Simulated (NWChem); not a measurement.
Molecule: MgNH$_{2}$F; SMILES [NH2][Mg][F]

```xyz
5

Mg    -0.1398     0.3130    -0.0003
F      0.2326     2.0166    -0.0004
N     -0.5432    -1.5296    -0.0001
H     -0.6598    -2.1155    -0.8193
H     -0.6803    -2.1110     0.8191
```
Atoms are numbered in this order, from 1.

Results from NWChem. Coordinates come from a B3LYP/6-31G* (spherical d) optimisation. Vzz is the largest principal value of the second derivative of the potential at the nucleus (NWChem prints the opposite sign); η is the asymmetry. Non-relativistic.

For level PBE/def2-SVP:

- Vzz Mg1 (a.u.): -0.989
- Vzz N3 (a.u.): -0.790

Task: Estimate the same quantities for level PBE0/def2-TZVP.

Result: 
| Quantity | Value |
|---|---|
| Vzz Mg1 (a.u.) | -1.161 |
| Vzz N3 (a.u.) | -0.765 |
